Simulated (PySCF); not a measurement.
I₂Zr, neutral, multiplicity 3. Atoms are numbered in the order given.

```xyz
3

Zr     0.0000     0.0000     0.0000
I      0.0000     0.0000    -2.7266
I      0.0000     0.0000     2.7266
```
Charge 0, spin multiplicity 3.

The structure is a stationary point at PBE-D3(BJ)/def2-SVP. The multiplicity is an assumed one; other spin states were not compared. The def2 effective core potentials stand for the cores of I, Zr; spin–orbit coupling is left out.

Level of theory: PBE/def2-TZVPD run with PySCF.

Isolated molecule, no solvent.

### Question
Estimate the frontier levels, dipole moment and polarisability. (Estimate from the structure and the level; the computed values follow.)

### Answer

```yaml
"α spin, highest occupied and lowest empty level": -4.74 and -4.10 eV
"β spin, highest occupied and lowest empty level": -6.90 and -3.46 eV
dipole_moment: 0.00 D
mean_static_polarisability: 140.5 bohr³ (20.83 Å³)
polarisability_principal_values: 110.2, 110.2, 201.2 bohr³
"⟨S²⟩": 2.012 (pure state 2.00)
```
